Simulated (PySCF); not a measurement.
Excitations are Tamm–Dancoff values on a coarser integration grid. The basis has no diffuse functions, so Rydberg states are missing or too high.

Z-matrix (Å, degrees):
```
Al
C 1 1.9796
H 2 1.1035 1 112.84
H 2 1.1040 3 107.64 1 -125.95
H 2 1.1049 3 106.37 4 -113.30
C 1 1.9799 2 118.65 3 45.56
H 6 1.1035 1 112.81 2 -46.35
H 6 1.1039 7 107.65 1 125.91
H 6 1.1048 7 106.35 8 113.31
C 1 1.9856 2 117.02 3 -164.98
H 10 1.1041 1 114.19 2 167.12
H 10 1.1041 11 107.72 1 127.89
H 10 1.1056 11 105.73 12 112.67
S 1 2.5123 2 98.03 3 -58.05
C 14 1.8034 1 102.52 2 -67.88
H 15 1.0982 14 106.61 1 70.20
H 15 1.0987 16 109.27 14 119.60
H 15 1.0987 16 109.39 17 121.46
C 14 1.8034 15 101.17 16 175.85
H 19 1.0982 14 106.60 15 -176.13
H 19 1.0987 20 109.40 14 118.93
H 19 1.0987 20 109.27 21 121.46
```
Charge 0, spin multiplicity 1.

### Question
What HOMO–LUMO gap, charge on the central atom (meta-Löwdin), S1–T1 gap (TDA), brightest of the four lowest singlets (TDA), HOMO, LUMO, charge on the central atom (Mulliken) and dipole moment does M06-2X/def2-TZVP // PBE0-D3(BJ)/def2-SVP run with PySCF give?

### Answer

HOMO–LUMO gap: 9.06 eV
charge on the central atom (meta-Löwdin): 0.72 e
S1–T1 gap (TDA): 0.38 eV
brightest of the four lowest singlets (TDA): 6.75 eV
HOMO: -8.11 eV
LUMO: 0.95 eV
charge on the central atom (Mulliken): 0.57 e
dipole moment: 4.23 D
